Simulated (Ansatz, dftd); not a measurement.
Reaction: H5Si2OF (SMILES F[SiH2]O[SiH3]) → H3SiO (SMILES [O][SiH3], doublet) + SiH2F (SMILES F[SiH2], doublet) (the O-Si bond breaks)
Each species at its own B3LYP-D3(BJ)/def2-TZVP minimum (Ansatz, a first-principles code), one conformer.

Quantity: bond dissociation energy (electronic), in kJ/mol. UHF or UKS for unpaired electrons; spin-orbit terms are left out. Cores are frozen in correlated methods. Rows without X2C or -DK are non-relativistic. CBS(X,Y): correlation extrapolated as X^-3, Hartree-Fock from the larger set. A bracket is a step between two methods taken in the basis named. The functionals are non-relativistic, so their misses hold any scalar relativity. 'core' is core correlation in cc-pwCVTZ (1s frozen past Ne), 'X2C' scalar relativity in cc-pVTZ-DK, both at CCSD(T).

```
level                                                                                        program  bond dissociation energy (kJ/mol)  difference against the last row
------------------------------------------------------------------------------------  --------------  ---------------------------------  -------------------------------
HF/cc-pV(D+d)Z                                                                                Ansatz                              449.4                           -153.4
HF/cc-pV(Q+d)Z                                                                                Ansatz                              471.0                           -131.8
CAM-B3LYP-D4/def2-TZVPD                                                               Ansatz + dftd4                              578.3                            -24.5
CCSD/cc-pV(T+d)Z                                                                              Ansatz                              582.1                            -20.7
CCSDT(Q)/cc-pV(D+d)Z                                                                          Ansatz                              548.4                            -54.4
CCSD(T)/CBS(cc-pV(T+d)Z,cc-pV(Q+d)Z) + [CCSDT(Q) - CCSD(T)]/cc-pV(D+d)Z + core + X2C          Ansatz                              602.8                              0.0
```
